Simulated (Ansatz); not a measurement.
`B[SiH2][GeH2][SiH3]` + H₂ → `B[SiH2][GeH3]` + SiH₄ at 400 K and 1 bar (hydrogenolysis of a Ge–Si bond).

Calculated with Ansatz (gas phase, PBE0-D4/def2-TZVP geometries, no zero-point term in ΔE). CBS: MP2 limit from def2 TZ/QZ plus the TZ coupled-cluster correction, frozen cores. This one scheme is used for every species. For Ge outer-core shells are correlated without core-valence functions, which leaves a few kJ/mol of doubt a bond. Scalar relativity is left out up to krypton. Each species was taken in one conformer, which may not be the lowest.

```tsv
species	CCSD(T)/CBS energy (Eh)	H − E (kJ/mol)	S (J/(mol·K))
`B[SiH2][GeH2][SiH3]`	-2684.43718	247.6	459.4
H₂	-1.17544	38.0	139.0
`B[SiH2][GeH3]`	-2394.14795	190.6	380.6
SiH₄	-291.46306	96.9	218.6
```

H − E and S are ideal-gas, rigid-rotor, harmonic terms from PBE0-D4/def2-TZVP, for one conformer and one mirror image of each species. For small species the MP2-based limit differs from directly extrapolated CCSD(T) by up to some mEh (0.8 for H₂); such offsets cancel only in part. 1 Eh = 2625.50 kJ/mol, R = 8.31446 J/(mol·K).

**Question.** By hand: ΔE, ΔH, ΔS and ΔG.

**Answer.** ΔE = (-2394.14795) + (-291.46306) − (-2684.43718) − (-1.17544) = 0.00161 Eh = 4.2 kJ/mol. Δ(H − E) = 190.6 + 96.9 − 247.6 − 38.0 = 1.9, so ΔH = 6.1 kJ/mol. ΔS = 380.6 + 218.6 − 459.4 − 139.0 = 0.8 J/(mol·K). ΔG = 6.1 − 400 × (0.8)/1000 = 5.8 kJ/mol.

**Question.** By hand: the equilibrium constant, and the temperature at which ΔG would vanish if ΔH and ΔS stayed fixed.

**Answer.** log₁₀ K = −ΔG/(RT ln 10) = -0.8. ΔG = 0 at ΔH/ΔS = 7625 K, far beyond where these terms or the molecules hold.

The number of gas molecules stays the same, so ΔS is small and ΔH decides. The sign of ΔG lies within the doubt. A doubt of 5 kJ/mol in ΔE shifts log₁₀ K by 0.7 here. Other conformers and mirror images would add mixing entropy, several J/(mol·K) or more a flexible species. Modes under 60 cm⁻¹, often nearly free rotors, make the harmonic entropy too high. These are equilibria of isolated gas molecules and say nothing of rates. Largest T1 diagnostic: 0.013 (customary marks: 0.02 for closed shells, 0.045 for open ones).
